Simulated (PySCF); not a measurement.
## Working out the excitation energy of He

He 1s2 (1S) → He 1s1 2p1 (3P). Calculation: PySCF 2.14, in x2c-QZVPPall with one added diffuse shell each of s, p, d type (5s4p3d1f, 39 functions); scalar relativity by spin-free X2C-1e. Frozen: nothing. Energies in hartree (1 hartree = 27.21139 eV):

| part | He (lower) | He (upper) |
| --- | --- | --- |
| UHF | -2.861727 | -2.034312 |
| MP2 opposite-spin | -0.035552 | 0.000000 |
| MP2 same-spin | 0.000000 | -0.003011 |

Task: What does Hartree-Fock give?

Result: (-2.034312) − (-2.861727) = 0.827415 hartree = 22.515 eV.

Task: What do MP2 and SCS-MP2 (6/5 opposite-spin, 1/3 same-spin) give?

Result: The opposite-spin parts differ by 0.967 eV and the same-spin parts by -0.082 eV. MP2: 22.515 + (0.967) + (-0.082) = 23.400 eV. SCS-MP2: 22.515 + 1.2 × (0.967) + (-0.082)/3 = 23.648 eV.

Measured between the centres of the two terms (NIST): 20.964 eV, so MP2 (valence) is off by 2.436 eV.

What remains against the reference includes basis incompleteness and correlation beyond second order.
